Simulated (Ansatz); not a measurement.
This singlet lies 2.01 eV below the relaxed triplet at the level B3LYP/cc-pVTZ // PBE0-D3(BJ)/def2-TZVP (Ansatz, a program for electronic structure).

A geometry relaxed with PBE0-D3(BJ)/def2-TZVP run with Ansatz, charge 0, multiplicity 1:

```xyz
4

F      1.7570    -0.6198     0.0252
Si     0.9565     0.7362    -0.2639
N     -1.9188    -0.1708     0.1916
C     -0.7947     0.0544     0.0471
```

Task: Write the SMILES of this molecule.

Result: `N#C[Si]F`
